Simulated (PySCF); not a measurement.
Gas-phase reaction: 3 Sn(CH₃)₄ ⇌ 3 SnH₄ + 4 C₂H₅ + 4 CH

Energies from PySCF (xtb for GFN2), thermal terms from the rigid-rotor harmonic-oscillator model, ideal gas at 1 bar. S°(298 K) at PBE0/def2-TZVP differs from the NASA 1993 table for C₂H₅ (+9 J/mol/K); whether the harmonic model or the table's entry is off was not settled. † marks an energy on the PBE0/def2-TZVP geometry and frequencies; other levels use their own. Open shells (unrestricted): C₂H₅ (multiplicity 2), CH (multiplicity 2, electronic degeneracy 4); the rest are closed-shell singlets. GFN2 has no spin-polarisation term. Spin-orbit splitting is ignored; it lowers the true energy and changes the entropy of CH. B3LYP is the form with VWN-RPA correlation. Sn: scalar-relativistic def2 core potential, no spin-orbit coupling. The harmonic model lacks anharmonicity and excited electronic states, which grow with temperature; levels with a mode under 35 cm⁻¹ are left out. Internal rotation in Sn(CH₃)₄, C₂H₅ is treated as a harmonic vibration of one conformer, which makes the entropy rough. Warning, spin contamination: CH (B3LYP/def2-TZVP†, BLYP/def2-TZVP†, PBE/def2-SVP, PBE/def2-TZVP†, PBE0/def2-SVP†, PBE0/def2-TZVP, r2SCAN/def2-TZVP†, LDA/def2-TZVP†, ωB97M-V/def2-TZVP†, ωB97X-V/def2-TZVP†).

| level | ΔE electronic, kJ | ΔH°(298 K), kJ | ΔS°(298 K), J/K | ΔG°(1000 K), kJ |
|---|---|---|---|---|
| B3LYP/def2-TZVP† | 3383 | 3176 | 1209 | 1974 |
| BLYP/def2-TZVP† | 3340 | 3132 | 1209 | 1931 |
| GFN2-xTB | 3498 | 3285 | 1185 | 2108 |
| PBE/def2-SVP | 3600 | 3395 | 1196 | 2209 |
| PBE/def2-TZVP† | 3603 | 3396 | 1209 | 2195 |
| PBE0/def2-SVP† | 3562 | 3354 | 1209 | 2153 |
| PBE0/def2-TZVP | 3565 | 3357 | 1209 | 2156 |
| r2SCAN/def2-TZVP† | 3515 | 3307 | 1209 | 2106 |
| LDA/def2-TZVP† | 4072 | 3864 | 1209 | 2663 |
| ωB97M-V/def2-TZVP† | 3567 | 3359 | 1209 | 2158 |
| ωB97X-V/def2-TZVP† | 3561 | 3353 | 1209 | 2152 |
ΔH° is lowest at BLYP/def2-TZVP† and highest at LDA/def2-TZVP†. No reference value is set beside these.
